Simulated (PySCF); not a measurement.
# Stretching TeF⁺

Set-up: Te cc-pVDZ-PP with ECP28, F cc-pVDZ; scalar-relativistic core potentials (PySCF 2.14). Energies in eV from Te⁺ + F in their ground configurations at the same level. State: ³Σ⁻ (triplet), unpaired electrons π ↑↑.

All columns are PBE0. A positive dipole points towards F; it is taken about the centre of mass and depends on that origin.

```
R (Å)  E (eV)  μ (D)  Mulliken charge on Te (basis-dependent)  HOMO (eV)  LUMO (eV)  Mayer bond order  ⟨S²⟩
1.624  -1.269  -1.59                                     1.25     -14.92     -10.93              1.16  2.00
1.699  -2.211  -1.92                                     1.26     -15.07     -11.08              1.16  2.00
1.775  -2.718  -2.22                                     1.26     -15.21     -11.23              1.16  2.00
1.831  -2.891  -2.44                                     1.27     -15.31     -11.33              1.15  2.00
1.888  -2.934  -2.64                                     1.27     -15.40     -11.42              1.15  2.00
1.945  -2.878  -2.82                                     1.27     -15.48     -11.51              1.15  2.00
2.020  -2.694  -3.05                                     1.26     -15.58     -11.62              1.14  2.01
2.115  -2.349  -3.29                                     1.26     -15.69     -11.73              1.13  2.01
2.228  -1.854  -3.51                                     1.24     -15.79     -11.83              1.10  2.03
2.379  -1.210  -3.44                                     1.19     -15.85     -11.80              0.91  2.21
```

A fit through these points gives, at Re = 1.882 Å, μ = -2.61 D and dμ/dR = -3.44 D/Å; the reduced mass is 16.57 u.

**Question.** How strong is the fundamental in the double-harmonic approximation, I = 42.26·(dμ/dR)²/μred km/mol?

**Answer.** I = 42.26·(-3.44)²/16.57 = 30.2 km/mol at PBE0.

⟨S²⟩ of the unrestricted solution departs from its pure value on part of the curve, where spin states mix. These are scalar-relativistic numbers at best; spin–orbit coupling would shift them, the dissociation energy most. For an ion De counts to the pair picked by the measured ionisation energies or electron affinities, which need not be the lowest pair at this level. The state is the lowest determinant that a PBE0 search found; another state may lie lower at other levels.
